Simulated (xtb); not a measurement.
C$_{3}$H$_{5}$ (SMILES [CH2]C=C), doublet, from a rough starting geometry; GFN2-xTB run with xtb 6.7.1.

The xtb input:
```
$ xtb mol.xyz --gfn 2 --uhf 1 --opt vtight --json

# file mol.xyz
8

C      1.30841621     0.01345926     0.01085648
C     -0.03802702     0.42762324    -0.01248339
H      1.58152228    -1.02026923    -0.04481600
H      2.04524652     0.73792623    -0.03646580
H     -0.23359783     1.45470396    -0.00835682
C     -1.11079912    -0.64547267     0.07851369
H     -1.81001469    -0.46406936     0.93222612
H     -1.81930938    -0.53586102    -0.88567432
```

What the program printed (banner, timings and long lists left out):

```
   ID    Z sym.   atoms
    1    6 C      1, 2, 6
    2    1 H      3-5, 7, 8

           -------------------------------------------------
          |                Calculation Setup                |
           -------------------------------------------------

           -------------------------------------------------
          |                 G F N 2 - x T B                 |
           -------------------------------------------------

          ...................................................
          :                      SETUP                      :
          :.................................................:
          :  # basis functions                  17          :
          :  # atomic orbitals                  17          :
          :  # shells                           11          :
          :  # electrons                        17          :
          :  max. iterations                   250          :
          :  Hamiltonian                  GFN2-xTB          :
          :  restarted?                      false          :
          :  GBSA solvation                  false          :
          :  PC potential                    false          :
          :  electronic temp.          300.0000000     K    :
          :  accuracy                    1.0000000          :
          :  -> integral cutoff          0.2500000E+02      :
          :  -> integral neglect         0.1000000E-07      :
          :  -> SCF convergence          0.1000000E-05 Eh   :
          :  -> wf. convergence          0.1000000E-03 e    :
          :  Broyden damping             0.4000000          :
          :  net charge                          0          :
          :  unpaired electrons                  1          :
          ...................................................

 iter      E             dE          RMSdq      gap      omega  full diag
   1     -8.9233454 -0.892335E+01  0.499E+00    3.35       0.0  T
   2     -8.9356785 -0.123331E-01  0.304E+00    3.38       1.0  T
   3     -8.9170663  0.186122E-01  0.200E+00    3.13       1.0  T
   4     -8.9379551 -0.208888E-01  0.541E-01    3.24       1.0  T
   5     -8.9391313 -0.117614E-02  0.791E-02    3.28       1.0  T
   6     -8.9391316 -0.385997E-06  0.464E-02    3.26       1.0  T
   7     -8.9391335 -0.186436E-05  0.525E-03    3.27       6.7  T
   8     -8.9391335 -0.590371E-08  0.335E-03    3.26      10.6  T
   9     -8.9391336 -0.499003E-07  0.398E-04    3.27      88.9  T
  10     -8.9391336  0.808953E-11  0.141E-04    3.27     250.8  T

   *** convergence criteria satisfied after 10 iterations ***

         :::::::::::::::::::::::::::::::::::::::::::::::::::::
         ::                     SUMMARY                     ::
         :::::::::::::::::::::::::::::::::::::::::::::::::::::
         :: total energy              -8.805962026896 Eh    ::
         :: gradient norm              0.183902634804 Eh/a0 ::
         :: HOMO-LUMO gap              3.265448226844 eV    ::
         ::.................................................::
         :: SCC energy                -8.939133153523 Eh    ::
         :: -> isotropic ES            0.001503898524 Eh    ::
         :: -> anisotropic ES          0.003351303161 Eh    ::
         :: -> anisotropic XC          0.010215146100 Eh    ::
         :: -> dispersion             -0.002777974471 Eh    ::
         :: repulsion energy           0.133171126627 Eh    ::
         :: add. restraining           0.000000000000 Eh    ::
         :: total charge               0.000000000000 e     ::
         :::::::::::::::::::::::::::::::::::::::::::::::::::::

      -----------------------------------------------------------
     |                   =====================                   |
     |                        A N C O P T                        |
     |                   =====================                   |
     |               Approximate Normal Coordinate               |
[...]
 * total energy  :    -8.8594999 Eh     change        0.6626683E-02 Eh
 * total energy  :    -8.8681530 Eh     change       -0.8653067E-02 Eh
 * total energy  :    -8.8679589 Eh     change        0.1941082E-03 Eh
 * total energy  :    -8.8692410 Eh     change       -0.1282052E-02 Eh
 * total energy  :    -8.8694479 Eh     change       -0.2069656E-03 Eh
 * total energy  :    -8.8696274 Eh     change       -0.1795061E-03 Eh
 * total energy  :    -8.8696522 Eh     change       -0.2479198E-04 Eh
 * total energy  :    -8.8696596 Eh     change       -0.7410578E-05 Eh
 * total energy  :    -8.8696613 Eh     change       -0.1688219E-05 Eh
 * total energy  :    -8.8696622 Eh     change       -0.8319648E-06 Eh
 * total energy  :    -8.8696633 Eh     change       -0.1144341E-05 Eh
 * total energy  :    -8.8696633 Eh     change       -0.2592018E-07 Eh
   *** GEOMETRY OPTIMIZATION CONVERGED AFTER 24 ITERATIONS ***
         :: total energy              -8.869663323773 Eh    ::
[...]
      -------------------------------------------------------------
         1        2.0000           -0.6194897             -16.8572
         2        2.0000           -0.5823629             -15.8469
         3        2.0000           -0.5416408             -14.7388
         4        2.0000           -0.5087866             -13.8448
         5        2.0000           -0.4806896             -13.0802
         6        2.0000           -0.4494788             -12.2309
         7        2.0000           -0.4372682             -11.8987
         8        2.0000           -0.4342914             -11.8177
         9        1.0000           -0.3252520              -8.8506 (HOMO)
        10                         -0.1683633              -4.5814 (LUMO)
        11                          0.1278392               3.4787
        12                          0.1431698               3.8958
        13                          0.1851027               5.0369
        14                          0.2767994               7.5321
        15                          0.2977468               8.1021
        16                          0.5157253              14.0336
        17                          0.5555742              15.1179
      -------------------------------------------------------------
                  HL-Gap            0.1568887 Eh            4.2692 eV
             Fermi-level           -0.3132897 Eh           -8.5250 eV

     #   Z          covCN         q      C6AA      α(0)
     1   6 C        2.844    -0.089    30.234     9.011
     2   6 C        2.886    -0.015    28.394     8.736
     3   1 H        0.926     0.042     2.428     2.437
     4   1 H        0.926     0.038     2.471     2.458
     5   1 H        0.925     0.034     2.524     2.484
     6   6 C        2.844    -0.089    30.234     9.011
     7   1 H        0.926     0.038     2.471     2.458
     8   1 H        0.926     0.042     2.428     2.437

 Mol. C6AA /au·bohr⁶  :        584.077550
 Mol. C8AA /au·bohr⁸  :      13238.807378
 Mol. α(0) /au        :         39.032986

Wiberg/Mayer (AO) data.
largest (>0.10) Wiberg bond orders for each atom

 ---------------------------------------------------------------------------
     #   Z sym  total        # sym  WBO       # sym  WBO       # sym  WBO
 ---------------------------------------------------------------------------
     1   6 C    3.741 --     2 C    1.513     4 H    0.983     3 H    0.979
                             6 C    0.252
     2   6 C    3.994 --     6 C    1.513     1 C    1.513     5 H    0.965
     3   1 H    0.998 --     1 C    0.979
     4   1 H    0.999 --     1 C    0.983
     5   1 H    0.999 --     2 C    0.965
     6   6 C    3.741 --     2 C    1.513     7 H    0.983     8 H    0.979
                             1 C    0.252
     7   1 H    0.999 --     6 C    0.983
     8   1 H    0.998 --     6 C    0.979
 ---------------------------------------------------------------------------

Topologies differ in total number of bonds
Writing topology from bond orders to xtbtopo.mol

molecular dipole:
                 x           y           z       tot (Debye)
 q only:       -0.000       0.004       0.001
   full:       -0.001       0.005       0.002       0.014
molecular quadrupole (traceless):
                xx          xy          yy          xz          yz          zz
 q only:        0.393       0.044       0.271      -0.128       0.319      -0.664
  q+dip:        1.337       0.115       1.321      -0.508       1.366      -2.658
   full:        0.637       0.043       0.752      -0.264       0.738      -1.389

optimized geometry written to: xtbopt.xyz

           -------------------------------------------------
          | TOTAL ENERGY               -8.869663323773 Eh   |
          | GRADIENT NORM               0.000129264159 Eh/α |
          | HOMO-LUMO GAP               4.269158739291 eV   |
           -------------------------------------------------

normal termination of xtb
```
